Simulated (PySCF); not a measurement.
## Diatomics with 65 electrons

PBE in PySCF with x2c-TZVPPall on every atom, spin-free X2C, for the lowest determinant that a PBE0 search found; no spin–orbit coupling. All have 65 electrons, 9 of them in the valence shells, and the same state, a doublet (σ ↑). For ions De leads to the atom and ion picked by measured ionisation energies and electron affinities.

```csv
species,difference of nuclear charges,Re (Å),ωe (cm⁻¹),k (mdyn/Å),De (eV),dissociates to,Mayer bond order
GaSe,3,2.210,316,2.17,3.53,Ga + Se,1.96
CdCl,31,2.381,294,1.36,1.97,Cd + Cl,1.00
MgI,41,2.607,298,1.06,2.30,Mg + I,1.10
BaF,47,2.156,469,2.17,6.33,Ba + F,0.88
```

Spin–orbit coupling is left out, which matters for elements this heavy, above all for dissociation energies. States were picked by a PBE0 search and need not be the measured ground states.
